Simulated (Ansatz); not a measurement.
Relaxation of CH$_{6}$BFO (10 atoms, charge 0, multiplicity 1), to a largest force component of 0.03 eV/Å in at most 50 steps.

These are results of RKS revPBE-D4/6-31G* (Ansatz 0.2.0), not measurements.

```xyz
10
Properties=species:S:1:pos:R:3
B -0.005 0.486 -0.401
O 0.088 0.065 2.167
H -0.801 -0.348 2.186
C 1.409 0.014 -0.892
H 1.467 -1.075 -1.056
H 1.635 0.511 -1.858
H 2.207 0.320 -0.193
F -1.108 -0.248 -0.650
H -0.206 1.571 0.077
H -0.114 0.984 1.848
```

Where does it end, and by what steps?

The forces met the threshold. After 13 steps the energy has fallen by 0.211 eV; H3 moved furthest, 0.61 Å.

```csv
step,energy less start (eV),largest force component (eV/Å),accepted
0,0.0000,0.525,yes
1,-0.0055,2.165,yes
2,-0.0291,2.294,yes
3,-0.1647,0.394,yes
4,-0.1827,0.423,yes
5,-0.2009,0.169,yes
6,-0.2065,0.179,yes
7,-0.2084,0.099,yes
8,-0.2100,0.031,yes
9,-0.2073,0.190,no
10,-0.2104,0.046,yes
11,-0.2106,0.096,yes
12,-0.2111,0.042,yes
13,-0.2113,0.012,yes
```

```xyz
10
Properties=species:S:1:pos:R:3
B 0.020 0.585 -0.185
O 0.144 0.118 1.683
H -0.547 -0.582 1.679
C 1.378 0.006 -0.769
H 1.461 -1.091 -0.657
H 1.435 0.224 -1.854
H 2.264 0.469 -0.302
F -1.150 -0.117 -0.453
H -0.136 1.785 -0.021
H -0.296 0.884 2.109
```

The run took 39 s on 1 thread of Arm Neoverse V1, on a shared host, peak memory 0.15 GiB.
